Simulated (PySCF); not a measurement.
H₆O₂W, SMILES [WH4]([OH])[OH], multiplicity 1.

Geometry optimised at PBE0-D3(BJ)/def2-SVP. A frequency run showed that this geometry is not a minimum. The multiplicity is an assumed one; no other spin state was optimised. The structure was generated by enumeration; whether it is a known compound was not checked. The def2 effective core potentials stand for the cores of W; spin–orbit coupling is left out. Other conformers were not sampled.

These are PBE0/def2-TZVPD run with PySCF values and carry that method's errors.

Gas-phase values at a fixed geometry.

```
Property                                                                                                        Result
---------------------------------------------------------------------------------------------  -----------------------
total energy                                                                                        -221.05567 hartree
point group                                                                                                        C2v
highest occupied level                                                                                        -7.58 eV
lowest empty level                                                                                            -1.87 eV
orbital gap                                                                                                    5.71 eV
dipole moment                                                                                                   1.24 D
quadrupole, principal values (traceless, Buckingham form, about the centre of nuclear charge)  -8.06, -3.94, 12.00 D·Å
mean static polarisability                                                                        58.5 bohr³ (8.68 Å³)
polarisability, principal values                                                                52.2, 53.4, 70.1 bohr³
```
